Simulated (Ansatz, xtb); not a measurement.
## Relative energy of two isomers of C7H4N2O

Structure a is `C#Cc1nccnc1C=O`, a singlet and structure b is `C#Cc1cncc(C=O)n1`, a singlet. Both are isolated molecules in the gas phase, relaxed with B3LYP/def2-SVP; the shapes shown needn't be the lowest conformers.

a (Å):

```yaml
atoms:
  - { symbol: C, position_ang: [-1.9556, 2.3636, 0.9682] }
  - { symbol: C, position_ang: [-1.3498, 1.3739, 0.6163] }
  - { symbol: C, position_ang: [-0.6395, 0.1824, 0.2594] }
  - { symbol: C, position_ang: [0.1984, -1.8413, 0.9243] }
  - { symbol: C, position_ang: [0.6945, -2.0783, -0.3669] }
  - { symbol: C, position_ang: [-0.1360, -0.0603, -1.0489] }
  - { symbol: C, position_ang: [-0.2803, 0.8814, -2.2051] }
  - { symbol: N, position_ang: [-0.4578, -0.7301, 1.2340] }
  - { symbol: N, position_ang: [0.5230, -1.1889, -1.3374] }
  - { symbol: O, position_ang: [-0.8342, 1.9513, -2.1767] }
  - { symbol: H, position_ang: [-2.4904, 3.2488, 1.2588] }
  - { symbol: H, position_ang: [0.3416, -2.5782, 1.7232] }
  - { symbol: H, position_ang: [1.2345, -3.0009, -0.6061] }
  - { symbol: H, position_ang: [0.1981, 0.4693, -3.1288] }
```

b (Å):

```
atom    x (Å)    y (Å)    z (Å)
   C  -3.7504   0.8174   0.4922
   C  -2.5957   0.4811   0.3360
   C  -1.2282   0.0702   0.1892
   C  -0.5374  -0.5246   1.2727
   C   1.3329  -0.7282   0.0019
   C   0.6570  -0.1391  -1.0797
   C   1.3370   0.0727  -2.3960
   N   0.7294  -0.9181   1.1759
   N  -0.6143   0.2575  -0.9878
   O   2.4819  -0.2385  -2.6166
   H  -4.7738   1.1192   0.6195
   H  -1.0468  -0.6738   2.2306
   H   2.3755  -1.0419  -0.1078
   H   0.6775   0.5508  -3.1620
```

**Question.** Estimate which is lower in electronic energy at CCSD(T)/def2-SVP + ΔMP2/def2-TZVPP, and by roughly how much.

**Answer.** The CCSD(T)/def2-SVP + ΔMP2/def2-TZVPP calculation puts structure b lower, by 0.124 eV.

How the difference moves with the method:

```tsv
level	geometry	E(b) − E(a) (eV)	departure from the last row (eV)	job, with rough time for the two
GFN2-xTB	GFN2-xTB	−0.007	+0.117	optimisation, 0.28 s
HF/STO-3G	GFN2-xTB	−0.083	+0.041	single point, 1.4 s
r2SCAN-D4/def2-SVP	GFN2-xTB	−0.094	+0.030	single point, 16 s
B3LYP/def2-SVP	B3LYP/def2-SVP	−0.120	+0.004	optimisation, 2.3 min
HF/def2-SVP	B3LYP/def2-SVP	−0.199	−0.075	part of the CCSD(T) run
MP2/def2-SVP	B3LYP/def2-SVP	−0.098	+0.026	part of the CCSD(T) run
CCSD(T)/def2-SVP	B3LYP/def2-SVP	−0.122	+0.002	single point
CCSD(T)/def2-SVP + ΔMP2/def2-TZVPP	B3LYP/def2-SVP	−0.124		single point, 9 min
```

As drawn, both hold the same kinds of bond in the same numbers.

GFN2-xTB finds them nearly level. The largest departure from CCSD(T)/def2-SVP + ΔMP2/def2-TZVPP is that of GFN2-xTB, 0.117 eV. The last row adds to CCSD(T) the change of the MP2 difference between the two basis sets, here −0.002 eV.

With thermal terms from frequencies at re-optimised GFN2-xTB minima (ideal gas, soft modes damped towards free rotors, one conformer each, 298.15 K, 1 atm): on the last row, ΔE + ΔZPE = −0.126, ΔH = −0.124, ΔG = −0.136 eV.

The correlated steps freeze 10 core orbitals. Run with Ansatz 0.2.0, xtb 6.7.1; the last row on 2 threads of Arm Neoverse N1 on a shared host.
